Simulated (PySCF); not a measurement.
# C4H6OSSi: core ionisation energies

Compound: C₄H₆OSSi.
Numbering: `[SiH3:1][S:2][c:3]1[cH:4][cH:5][cH:6][o:7]1`

Level of theory: delta-SCF UKS SCAN, pcX-2 on the ionised atom, pcseg-1 elsewhere, spin-free X2C in PySCF. Vertical ΔSCF values, vacuum level as zero.

Give the core binding energies atom by atom.

```
atom(s)                                                     bonded to     level  binding energy (eV)  2p1/2 (eV)  above the level's lowest (eV)  count
     S2                                                      C and Si      S 1s              2477.17           –                           0.00      1
    Si1                                                     S and 3 H     Si 1s              1847.10           –                           0.00      1
     O7                                  2 C (aromatic in the SMILES)      O 1s               539.98           –                           0.00      1
     C3  O (aromatic in the SMILES), S and C (aromatic in the SMILES)      C 1s               292.18           –                          +2.01      1
     C6  O (aromatic in the SMILES), C (aromatic in the SMILES) and H      C 1s               291.39           –                          +1.22      1
     C5                            2 C (aromatic in the SMILES) and H      C 1s               290.49           –                          +0.32      1
     C4                            2 C (aromatic in the SMILES) and H      C 1s               290.17           –                           0.00      1
    Si1                                                     S and 3 H  Si 2p3/2               107.28      107.91                           0.00      1
```

The listed C 1s values span 2.01 eV, from C4 (bonded to 2 C (aromatic in the SMILES) and H) to C3 (bonded to O (aromatic in the SMILES), S and C (aromatic in the SMILES)). The widest gap between neighbouring values is 0.90 eV, between 290.49 and 291.39 eV. Summing the Pauling electronegativity differences to the bonded atoms, each weighted by its formal bond order, gives -0.35 for the lowest site and +1.37 for the highest; no listed site has a larger sum than the highest.

Give the binding energy of C 1s of C3 in hartree and in kJ/mol.

292.18 eV = 10.7374 Eh = 28191 kJ/mol.

Not every level is listed. For 2p shells one spin-free hole was relaxed; a mean-field spin–orbit operator and the ground-state splitting of the three 2p orbitals were then diagonalised within the shell. The shell's mean is (2 × 2p3/2 + 2p1/2)/3, and the degeneracies 2j + 1 give areas of 2:1. 2p1/2 minus 2p3/2 (ligand field included): Si 0.62 eV. The structure is a single PBE0-D3(BJ)/def2-SVP conformer in the gas phase; no vibrational or solvent corrections.

The values belong to the conformer `[SiH3:1][S:2][c:3]1[cH:4][cH:5][cH:6][o:7]1`: Si1–S2–C3–C4 180°.
